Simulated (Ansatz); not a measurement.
## Strength of the C–H bond: C2H3I → C2H2I + H

Species: C2H3I (vinyl iodide) `C=CI`, singlet; C2H2I `[H]/[C]=C\I`, doublet; H atom, doublet. 

Shapes, held fixed at every level: PBE0-D4/def2-TZVP. Programs: Ansatz 0.2.0. The zero-point and thermal change to 298 K, harmonic and unscaled (PBE0-D4/def2-TZVP), is -30.0 kJ/mol.

Problem. Estimate ΔH(298 K) of this reaction.

Solution. B2PLYP/def2-TZVPP gives ΔH(298 K) = +443.6 kJ/mol; the levels span +341.4 to +477.7. The median of the levels is +440.4. Hartree–Fock misses the correlation of the pair that is broken and comes out low. No measured value is set beside it here. Spin contamination: C2H2I (⟨S²⟩ up to 0.98). Open shells run unrestricted unless RO is named. For atoms past krypton def2 sets carry core potentials with scalar relativity. Correlated rows may include outer-core shells of I, which these sets cover unevenly. Times are processor times on shared x86 and Arm servers, and rough.

| level | kind | ΔH(298 K) (kJ/mol) | CPU time (sum over the molecules) |
| --- | --- | --- | --- |
| HF/def2-SVP | Hartree–Fock | +341.4 | – |
| SPW92/def2-TZVPP | LDA | +477.7 | 6.8 s |
| r2SCAN-D4/def2-TZVPP | meta-GGA | +427.0 | 16 s |
| B3LYP-D4/def2-TZVPP | global hybrid | +440.4 | 10 s |
| BHLYP-D4/def2-TZVPP | global hybrid | +441.3 | 10 s |
| PBE0-D4/def2-TZVPP | global hybrid | +436.1 | 8.9 s |
| B2PLYP/def2-TZVPP | double hybrid | +443.6 | 17 s |
